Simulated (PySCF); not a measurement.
## Correlation energy of Co²⁺ (cobalt, charge +2)

[Ar] 3d7, high-spin 4F determinant. All numbers are calculated (PySCF 2.14, scalar relativity by spin-free X2C-1e, in x2c-TZVPPall with one added diffuse shell each of s, p, d, f type (7s6p5d3f1g, 80 functions)). Frozen: [Ar]; 7 electrons correlated.

```json
{"level": "CCSD", "correlation energy (mhartree)": "-177.92"}
{"level": "(T)", "correlation energy (mhartree)": "-3.32"}
{"level": "CCSD(T)", "correlation energy (mhartree)": "-181.24"}
```

Diagnostics: T1 = 0.0065, D1 = 0.0098, largest double amplitude 0.019.

Cost of the coupled-cluster step: about 12 core-seconds, for 7 correlated electrons.

Iterations:

```
CC2 = 0
CCSD nocc = (np.int64(5), np.int64(2)), nmo = (71, 71)
frozen orbitals [[0, 1, 2, 3, 4, 5, 6, 7, 8], [0, 1, 2, 3, 4, 5, 6, 7, 8]]
max_cycle = 100
direct = 0
conv_tol = 1e-08
conv_tol_normt = 1e-06
diis_space = 8
diis_start_cycle = 0
Init t2, MP2 energy = -0.179577293883922
Init E_corr(UCCSD) = -0.17957729388473
cycle = 1  E_corr(UCCSD) = -0.176255893460252  dE = 0.00332140042  norm(t1,t2) = 0.0276891
cycle = 2  E_corr(UCCSD) = -0.177760288560514  dE = -0.0015043951  norm(t1,t2) = 0.00674067
cycle = 3  E_corr(UCCSD) = -0.177728747382762  dE = 3.15411778e-05  norm(t1,t2) = 0.00329999
cycle = 4  E_corr(UCCSD) = -0.177916153349055  dE = -0.000187405966  norm(t1,t2) = 0.00165036
cycle = 5  E_corr(UCCSD) = -0.177924942578597  dE = -8.78922954e-06  norm(t1,t2) = 0.000411112
cycle = 6  E_corr(UCCSD) = -0.177922350291915  dE = 2.59228668e-06  norm(t1,t2) = 9.97743e-05
cycle = 7  E_corr(UCCSD) = -0.177923162706522  dE = -8.12414607e-07  norm(t1,t2) = 3.95273e-05
cycle = 8  E_corr(UCCSD) = -0.17792324360815  dE = -8.09016286e-08  norm(t1,t2) = 1.03208e-05
cycle = 9  E_corr(UCCSD) = -0.177923096589486  dE = 1.47018665e-07  norm(t1,t2) = 5.50516e-06
cycle = 10  E_corr(UCCSD) = -0.177923105646648  dE = -9.05716235e-09  norm(t1,t2) = 2.68059e-06
cycle = 11  E_corr(UCCSD) = -0.177923137304274  dE = -3.16576258e-08  norm(t1,t2) = 1.07255e-06
cycle = 12  E_corr(UCCSD) = -0.177923131906678  dE = 5.39759623e-09  norm(t1,t2) = 2.33664e-07
UCCSD converged
E(UCCSD) = -1391.223138748436  E_corr = -0.1779231319066776
UCCSD(T) correction = -0.00332381990982568
```
